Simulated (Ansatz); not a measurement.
Several settings on one geometry of Cd2S2 (the lowest singlet isomer of a short search) (that of the charge 0 singlet, r2SCAN-D4/def2-SVP). Ansatz on 2 threads of Arm Neoverse V1 on a shared host; times are rough.

```xyz
4

Cd    0.565    1.882   -1.212
Cd   -0.566   -1.881    1.211
S     0.152    0.589    0.986
S    -0.151   -0.589   -0.986
```

Totals from different functionals, basis sets or treatments of relativity can't be compared as stabilities.

In the def2 sets Cd takes a core potential; there is no spin–orbit coupling.

Scalar relativity in a set contracted without it gives distorted totals.

At PBE0-D4/def2-TZVP a triplet lies 0.07 eV below the restricted singlet of charge 0, at its own geometry.

The spins typed aren't always the lowest for that charge.

**Question.** Give the basis size and estimate the energy, ⟨S²⟩, dipole and time of these runs.

```json
{"run": "1", "method": "RKS r2SCAN-D4/def2-mTZVPP", "charge": "0", "state": "singlet", "further keys": "–"}
{"run": "2", "method": "UKS ωB97X-V/def2-SVPD", "charge": "-1", "state": "doublet", "further keys": "forces asked"}
{"run": "3", "method": "UKS B3LYP5/def2-SVP", "charge": "0", "state": "singlet", "further keys": "pseudopotentials: {relativity: scalar}; scf: {omitted_lower_state_checks: [starts]}; forces asked"}
{"run": "4", "method": "RKS B97M-V/def2-TZVPD", "charge": "0", "state": "singlet", "further keys": "nuclear_model: gaussian; forces asked"}
```

**Answer.** 
```json
{"run": "1", "functions": "120", "energy (Eh)": "-1132.0069", "⟨S²⟩": "–", "dipole (D)": "–", "wall time": "6.5 s"}
{"run": "2", "functions": "122", "energy (Eh)": "-1131.4806", "⟨S²⟩": "0.78", "dipole (D)": "–", "wall time": "50 s"}
{"run": "3", "functions": "98", "energy (Eh)": "-1133.3937", "⟨S²⟩": "0.00", "dipole (D)": "0.01", "wall time": "8 s"}
{"run": "4", "functions": "172", "energy (Eh)": "-1131.7463", "⟨S²⟩": "–", "dipole (D)": "0.01", "wall time": "20 s"}
```
